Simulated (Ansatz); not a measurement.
Basis-set extrapolation for CH6Cl2O2Si2, SMILES `O[SiH](O)C[SiH](Cl)Cl` (PBE0-D4/def2-TZVP geometry, frozen core, the Gaussian-basis code of Ansatz). Multiplicity 1, RHF reference.

```json
{"": "HF", "def2-TZVPP": "-1688.334455", "def2-QZVPP": "-1688.387443"}
{"": "MP2 correlation", "def2-TZVPP": "-1.269873", "def2-QZVPP": "-1.379822"}
{"": "CCSD(T) correlation", "def2-TZVPP": "-1.384299", "def2-QZVPP": "not run"}
```

Energies in hartree. Use E(X) = E(∞) + A·exp(−7.88·√X) for Hartree–Fock and E(X) = E(∞) + B·X^(−2.97) for correlation, with X = 3 and 4, and add CCSD(T) minus MP2 of the smaller set to the MP2 limit.

Q: What is the CCSD(T) energy at the basis-set limit?

A: HF limit: -1688.387443 + (-0.052988) × 0.13774 = -1688.39474. MP2 limit: -1.379822 + (-0.109949) × 0.74074 = -1.46127. Higher-order term: -1.384299 − (-1.269873) = -0.11443. Total: -1689.97044 hartree, 660.8 kJ/mol below CCSD(T)/def2-TZVPP.
